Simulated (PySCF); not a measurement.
Ga(Cl)2(NH3) (Cl2GaH3N), SMILES [NH3]->[Ga+]([Cl])[Cl] (connectivity only; charge and spin as stated), charge +1, multiplicity 1.

The structure is a stationary point at B3LYP-D3(BJ)/def2-SVP. The multiplicity is an assumed one; no other spin state was optimised. The isomer is the one that the SMILES or the coordinates give; other isomers of the formula were not compared.

Level of theory: C-PCM-B3LYP/def2-SVP run with PySCF.

The values are the electrostatic part of the solvation free energy, E(continuum) − E(gas) at the gas-phase geometry, in a cavity of scaled van der Waals radii (PySCF's table); cavitation and dispersion terms are not included. A continuum can't describe solvent molecules that bind to the metal. In vacuum the orbital gap is 6.63 eV.

```tsv
solvent	ε	ΔG(elec) (kcal/mol)	gap (eV)
water	78.36	-71.8	7.10
dimethylsulfoxide	46.83	-71.2	7.10
acetone	20.49	[?]	[?]
```

**Question.** What belongs in the gaps? (Estimate from the structure and the level; the computed values follow.)

**Answer.** 
- acetone, ΔG(elec) (kcal/mol): -69.1
- acetone, gap (eV): 7.08
